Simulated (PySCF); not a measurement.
NaSr and its ions

r²SCAN; basis Na def2-SVP, Sr def2-SVP with ECP28; scalar-relativistic core potentials; PySCF 2.14. Neutral (UKS): doublet (σ ↑), Re = 3.921 Å, ωe = 91.2 cm⁻¹, De = 0.34 eV, HOMO -2.84 eV, LUMO -1.85 eV.

NaSr⁺ (UKS): singlet (closed shell), Re = 3.735 Å, ωe = 116 cm⁻¹, De = 1.04 eV to Na⁺ + Sr. The energies at the minima are -192.87590 hartree for NaSr and -192.71547 for NaSr⁺.

Work out the adiabatic ionisation energy, without and with harmonic zero-point energies (1 hartree = 27.2114 eV, 1 eV = 8065.5 cm⁻¹), and the change of the bond length.

At r²SCAN: 0.16043 hartree = 4.366 eV between the minima; the zero-point term (116.0 − 91.2)/2 cm⁻¹ = +0.002 eV makes it 4.367 eV. Re changes by -18.6 pm against the neutral. The electron leaves a σ orbital, and the shorter bond of the ion fits an antibonding orbital, or a change in how ionic the bond is.

Closed-shell solutions of metal pairs were not tested for spin polarisation, which can lower them a little. Weak bonds: NaSr. Basis-set superposition, not corrected here, can be much of De in a small basis, most of all at correlated wavefunction levels. For an ion De counts to the pair picked by the measured ionisation energies or electron affinities, which need not be the lowest pair at this level. States were picked by a PBE0 search and need not be the measured ground states.
